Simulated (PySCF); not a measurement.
B(H)(NH2)(NMe2) (C2H9BN2), SMILES CN(C)BN. Geometry optimised at PBE-D3(BJ)/def2-SVP. The structure was generated by enumeration, and PubChem lists no compound with its InChIKey, so it may never have been made. One conformer was computed; it need not be the lowest.

Problem. Give the equilibrium geometry at PBE-D3(BJ)/def2-SVP (PySCF confirms it by a frequency run) as Cartesian coordinates in Å. (An estimate is asked for; the answer gives what the named calculation found.)

Solution. Several could match; the one computed here: 
```xyz
14

B      0.0737     0.2081    -1.0774
H      0.5365    -0.4580    -1.9892
N     -0.4773     1.4770    -1.3956
H     -0.4878     1.8201    -2.3528
H     -0.8910     2.1265    -0.7283
N      0.1236    -0.3430     0.2387
C      0.7025    -1.6427     0.5024
C     -0.3808     0.3166     1.4219
H      1.5621    -1.5786     1.2121
H     -0.0387    -2.3431     0.9571
H      1.0674    -2.0921    -0.4399
H     -1.1740    -0.2858     1.9255
H      0.4232     0.4870     2.1770
H     -0.8202     1.3029     1.1785
```
